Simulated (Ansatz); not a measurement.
Start from `[OH][GaH][Cl]` and change one atom or group to get `[OH][GaH][SH]`.

Ansatz, PBE0-D4/def2-TZVP geometries, multiplicity 1. Each molecule was computed in one conformer, which needn't be the lowest.

Scalar relativity is left out up to krypton.

```tsv
property	`[OH][GaH][Cl]`
LUMO energy (PBE0/def2-TZVPP) / eV	-1.14
HOMO–LUMO gap (B3LYP/def2-TZVPP) / eV	7.25
HOMO energy (PBE/def2-TZVPP) / eV	-7.50
LUMO energy (ωB97M-V/def2-TZVPP) / eV	0.58
size of the dipole moment (PBE/def2-TZVPP) / D	0.47
LUMO energy (PBE/def2-TZVPP) / eV	-1.92
```

**Question.** What does the change do to each property? (An estimate is asked.)

**Answer.** Computed: 
```csv
property,`[OH][GaH][SH]`,shift
LUMO energy (PBE0/def2-TZVPP) / eV,-0.87,0.27
HOMO–LUMO gap (B3LYP/def2-TZVPP) / eV,6.28,-0.97
HOMO energy (PBE/def2-TZVPP) / eV,-6.43,1.07
LUMO energy (ωB97M-V/def2-TZVPP) / eV,0.84,0.26
size of the dipole moment (PBE/def2-TZVPP) / D,1.64,1.17
LUMO energy (PBE/def2-TZVPP) / eV,-1.63,0.29
```

With PBE0 the HOMO rises by 1.29 eV and the LUMO rises by 0.27 eV, so the gap narrows by about 1.02 eV. PBE moves the HOMO by 1.07 eV and ωB97M-V by 1.38 eV. The zero-point energy changes by 21.1 kJ/mol with +3 modes. Dipoles are sizes alone; their direction can turn.

B3LYP here is the variant with VWN-RPA as its local correlation; programs differ in this.
